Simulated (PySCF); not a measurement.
C2H4FNOSi, SMILES O=C=N[SiH2]CF. Geometry: B3LYP-D3(BJ)/def2-SVP. The structure was generated by enumeration, and PubChem lists no compound with its InChIKey, so it may never have been made. Other conformers were not sampled.

Computed equilibrium geometry at B3LYP-D3(BJ)/def2-SVP (PySCF confirms it by a frequency run) as Cartesian coordinates in Å (one conformer of several):
```xyz
10

O      2.8807    -1.2033    -0.4424
C      1.9481    -0.5599    -0.1461
N      0.9978     0.0993     0.1708
Si    -0.4157     1.0317     0.4817
C     -1.9451    -0.0817     0.3470
F     -2.0734    -0.5455    -0.9564
H     -0.3409     1.5845     1.8622
H     -0.5018     2.1276    -0.5176
H     -1.8677    -0.9451     1.0330
H     -2.8573     0.4794     0.6251
```
Charge 0, spin multiplicity 1.
